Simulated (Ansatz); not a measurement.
## Telling isomers of CH3FOSn apart by their spectra

These gas-phase data were calculated for one isomer of CH3FOSn at PBE0-D3(BJ)/def2-SVP (harmonic, unscaled wavenumbers; equilibrium rotational constants with average atomic masses):

- rotational constants: 6.874, 3.063, 2.148 GHz
- all wavenumbers above 1500 cm⁻¹: 3110, 3091, 3009

Candidates:

(1) `C[O][Sn][F]`, a singlet
(2) `O[CH2][Sn][F]`, a singlet

Q: Which structure fits?

A: Candidate (1). No mode falls between 3300 and 4000 cm⁻¹, where the O–H stretch of (2) would stand.

The same quantities for all candidates:

```
     rotational constants (GHz)  wavenumbers above 1500 cm⁻¹  E above the lowest, PBE0-D3(BJ)/def2-SVP (kcal/mol)
(1)         6.874, 3.063, 2.148             3110, 3091, 3009                                                  0.0
(2)          8.51, 2.436, 1.917             3858, 3028, 2977                                                 28.7
```

Harmonic stretches to hydrogen usually lie a few per cent above observed fundamentals. Each candidate is one conformer. Atoms past krypton carry core potentials. Programs: Ansatz 0.2.0.
